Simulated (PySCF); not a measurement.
In(Cl)(Br)(OH) (BrClHInO), SMILES [OH][In]([Cl])[Br].

Coordinates come from a B3LYP-D3(BJ)/def2-SVP optimisation. The structure was generated by enumeration; whether it is a known compound was not checked. The def2 effective core potentials stand for the cores of In; spin–orbit coupling is left out. One conformer was computed; it need not be the lowest.

Two levels are set side by side: TDA-PBE/def2-SVPD (PySCF) and TDA-ωB97X/def2-SVPD (PySCF). Vertical, same geometry. The lowest singlet is HOMO−1→LUMO 100 % with PBE and HOMO→LUMO 92 % with the other functional; states are paired by order. Differences are taken from unrounded values.

```csv
quantity,TDA-ωB97X,TDA-PBE,TDA-PBE minus TDA-ωB97X
lowest singlet excitation (eV),5.09,3.86,-1.23
lowest triplet excitation (TDA) (eV),4.62,3.52,-1.10
first bright state (f over 0.05) (eV),5.64,6.16,0.52
its oscillator strength,0.06,0.06,0.00
```

A lower first singlet is the usual sign of a functional without exact exchange. Differences between two approximate levels are no errors against the true value.

Rough cost on one machine, each run with all the roots and properties that it gave: TDA-ωB97X against TDA-PBE about 4 times.
